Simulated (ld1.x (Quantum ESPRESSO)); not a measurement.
## Tb RRKJ: all-electron and pseudo phase curves

ld1.x (Quantum ESPRESSO) 7.5 input, shortened:

```
&input
   title='Tb', zed=65., rel=1, dft='PBE', iswitch=3,
   config='[Xe] 4f8 5d1 6s1.5 6p0.5'
 /
 &inputp
   pseudotype=2, tm=.false., lloc=2,
   nlcc=.false.
 /
3
5S  1  0   2.00   0.00  2.30  2.30  0.0
5P  2  1   6.00   0.00  2.30  2.30  0.0
5D  3  2   1.00   0.00  3.05  3.05  0.0
 &test
   configts(1)='5s2 5p6 5d1 6s1.5 6p0.5'
 /
```

Occupied shells without a wave of their own: 6p, 6s. They enter only through the test configuration that unscreens the potential.

The phase is arctan(r·u′/u) with u = r·R(r), unwrapped; energies in Ry, scanned from -6 to 5 Ry. A pole is an energy at which the radial function vanishes at the test radius. The pseudo phase is shifted by a multiple of π to meet the all-electron one at the reference energy, and phase errors are pseudo minus all-electron; the curves can meet again beyond the range given. Levels narrower than the energy grid can be missing from the lists of poles.

| channel | radius (bohr) | reference energy (Ry) | poles, all-electron | poles, pseudo | unbroken range about the reference energy with phases within 0.05 rad | phase error 1 Ry above the reference energy (rad) |
| --- | --- | --- | --- | --- | --- | --- |
| s | 3.30 | -3.82 | -3.80, 1.28 | -3.80, 1.74 | below -0.9 | +0.001 |
| p | 3.30 | -2.10 | -2.05, 2.35 | -2.05, 2.07 | below 0.0 | -0.001 |
| d | 3.30 | -0.22 | 0.22, 4.29 | 0.22, 4.32 | below 1.6 | +0.005 |

The potential misses its own reference levels by up to 0.6 eV.

Phases in the p channel:

| E (Ry) | all-electron | pseudo |
| --- | --- | --- |
| -6.00 | 1.440 | 1.441 |
| -5.74 | 1.437 | 1.437 |
| -5.48 | 1.434 | 1.434 |
| -5.22 | 1.430 | 1.430 |
| -4.96 | 1.425 | 1.425 |
| -4.70 | 1.421 | 1.421 |
| -4.44 | 1.415 | 1.415 |
| -4.18 | 1.409 | 1.410 |
| -3.92 | 1.403 | 1.403 |
| -3.66 | 1.395 | 1.395 |
| -3.40 | 1.385 | 1.386 |
| -3.14 | 1.374 | 1.374 |
| -2.88 | 1.358 | 1.358 |
| -2.62 | 1.332 | 1.333 |
| -2.36 | 1.267 | 1.267 |
| -2.10 | -1.332 | -1.332 |
| -1.84 | -1.734 | -1.734 |
| -1.58 | -1.786 | -1.786 |
| -1.32 | -1.823 | -1.824 |
| -1.06 | -1.863 | -1.864 |
| -0.80 | -1.913 | -1.915 |
| -0.54 | -1.986 | -1.990 |
| -0.28 | -2.103 | -2.115 |
| -0.02 | -2.324 | -2.360 |
| 0.24 | -2.811 | -2.924 |
| 0.50 | -3.615 | -3.762 |
| 0.76 | -4.144 | -4.231 |
| 1.02 | -4.383 | -4.439 |
| 1.28 | -4.508 | -4.551 |
| 1.54 | -4.585 | -4.621 |
| 1.80 | -4.637 | -4.671 |
| 2.06 | -4.677 | -4.711 |
| 2.32 | -4.709 | -4.746 |
| 2.58 | -4.737 | -4.779 |
| 2.84 | -4.763 | -4.813 |
| 3.10 | -4.789 | -4.852 |
| 3.36 | -4.817 | -4.902 |
| 3.62 | -4.849 | -4.974 |
| 3.88 | -4.888 | -5.098 |
| 4.14 | -4.940 | -5.369 |
| 4.40 | -5.019 | -6.130 |
| 4.66 | -5.156 | -7.079 |
| 4.92 | -5.454 | -7.441 |
